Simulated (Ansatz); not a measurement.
System: CH₃Br₃Sn, net charge 0, singlet state. 
Structure (B3LYP-D3(BJ)/def2-TZVP (Ansatz, a program for electronic structure) minimum search):
```
Sn
C 1 2.1397
H 2 1.0872 1 108.06
H 2 1.0872 3 110.85 1 -118.23
H 2 1.0872 3 110.85 4 -123.54
Br 1 2.4876 2 111.25 3 -60.00
Br 1 2.4876 2 111.25 3 60.00
Br 1 2.4876 2 111.25 3 180.00
```

Quantity: atomisation energy (electronic, to ground-state atoms), in kcal/mol. Correlated levels leave the core frozen unless marked. Open shells are spin-unrestricted. Spin-orbit coupling is left out. The frozen core is the preceding noble-gas configuration, with the filled d and f shells of earlier blocks. In def2 rows, elements after Kr have scalar-relativistic effective core potentials. STO-3G rows are all-electron and non-relativistic. The coupled-cluster limit lacks core correlation, which all-electron functionals hold. Basis-set limits of correlation are two-point, X^-3; Hartree-Fock from the larger set.

```json
[
 {"level": "revPBE/def2-TZVPD", "program": "Ansatz", "atomisation energy (kcal/mol)": "…"},
 {"level": "PBE0-D3(BJ)/def2-TZVPD", "program": "Ansatz + dftd3", "atomisation energy (kcal/mol)": "581.8"},
 {"level": "BHLYP/def2-TZVPD", "program": "Ansatz", "atomisation energy (kcal/mol)": "550.7"},
 {"level": "CAM-B3LYP-D4/def2-TZVPD", "program": "Ansatz + dftd4", "atomisation energy (kcal/mol)": "…"},
 {"level": "SCS-MP2/STO-3G", "program": "Ansatz", "atomisation energy (kcal/mol)": "657.8"},
 {"level": "CCSD(T)/CBS(def2-TZVPPD,def2-QZVPPD)", "program": "Ansatz", "atomisation energy (kcal/mol)": "…"}
]
```

### Question
Some entries are withheld; supply them.

### Answer

- revPBE/def2-TZVPD, atomisation energy (kcal/mol): 557.2
- CAM-B3LYP-D4/def2-TZVPD, atomisation energy (kcal/mol): 571.6
- CCSD(T)/CBS(def2-TZVPPD,def2-QZVPPD), atomisation energy (kcal/mol): 582.2
